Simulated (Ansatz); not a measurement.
C2H6OSSi can be A, `C[Si]1(S)CO1`, or B, `C[SiH](S)C=O`.

Isolated molecules relaxed with PBE0-D4/def2-TZVP in Ansatz; ΔE leaves out vibrations. CCSD(T)/CBS is the MP2 limit (def2-TZVPP, def2-QZVPP) plus CCSD(T) − MP2 in def2-TZVPP, frozen cores. Functionals use def2-TZVPP. B3LYP here is the variant with VWN-RPA as its local correlation; programs differ in this. One conformer a species, not always the lowest.

(1) Which is lower in electronic energy at CCSD(T)/CBS, and by how much? (Best estimate.)

(2) Give E(B) − E(A) in kcal/mol with B3LYP-D4, CCSD/def2-TZVPP, ωB97M-V, B2PLYP, HF/def2-TZVPP, r2SCAN-D4, PBE0-D4. (Estimate.)

Largest T1 diagnostic: 0.014.

Answers

(1) Computed: A, by 10.3 kcal/mol.

(2) The calculation gave: B3LYP-D4 7.6, CCSD/def2-TZVPP 9.0, ωB97M-V 10.3, B2PLYP 8.8, HF/def2-TZVPP 3.3, r2SCAN-D4 11.7, PBE0-D4 10.9. None reverses the order clearly.

From PBE to PBE0 (25 % exact exchange), in def2-TZVPP and without D4, E(B) − E(A) moves by +1.3 kcal/mol. In def2-TZVPP, CCSD(T) changes the Hartree–Fock value by +6.0 kcal/mol (the triples alone add +0.3 kcal/mol) and MP2 by +8.7 kcal/mol.
